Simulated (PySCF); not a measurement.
Isomers of C7H11FO, from PBE0-D3(BJ)/def2-SVP geometry optimisation, gas phase in PySCF. One conformer each, no zero-point energy, no frequencies.

Question: Which is lower in electronic energy at this level?
A. `[CH:1]#[C:2][CH2:3][C@@:4]([CH3:5])([CH2:6][F:7])[O:8][CH3:9]` with C2–C3–C4–C5 -59°, C3–C4–C6–F7 48°, C3–C4–O8–C9 -67°: A = 2254, B = 1217, C = 1065 MHz, dipole 0.62 D
B. `[CH3:1][CH2:2][C@@H:3]1[CH2:4][C:5](=[O:6])[CH2:7][C@H:8]1[F:9]` with C1–C2–C3–C4 -73°, C2–C3–C4–C5 -86°, C3–C4–C5–O6 161°, C4–C5–C7–C8 -6°, C5–C7–C8–F9 -88°: A = 2011, B = 1374, C = 987.2 MHz, dipole 2.95 D

Answer: B. That is `CC[C@@H]1CC(=O)C[C@H]1F`, 66.2 kcal/mol below the other.

```csv
SMILES,mapped SMILES,E (Eh),relative (kcal/mol),relative (kJ/mol),dipole (D)
CC[C@@H]1CC(=O)C[C@H]1F,[CH3:1][CH2:2][C@@H:3]1[CH2:4][C:5](=[O:6])[CH2:7][C@H:8]1[F:9],-447.62576,0.0,0.0,2.95
C#CC[C@@](C)(CF)OC,[CH:1]#[C:2][CH2:3][C@@:4]([CH3:5])([CH2:6][F:7])[O:8][CH3:9],-447.52026,66.2,277.0,0.62
```

As drawn, the lower has a C=O bond, which the higher lacks; the higher has a C≡C bond, which the lower lacks.
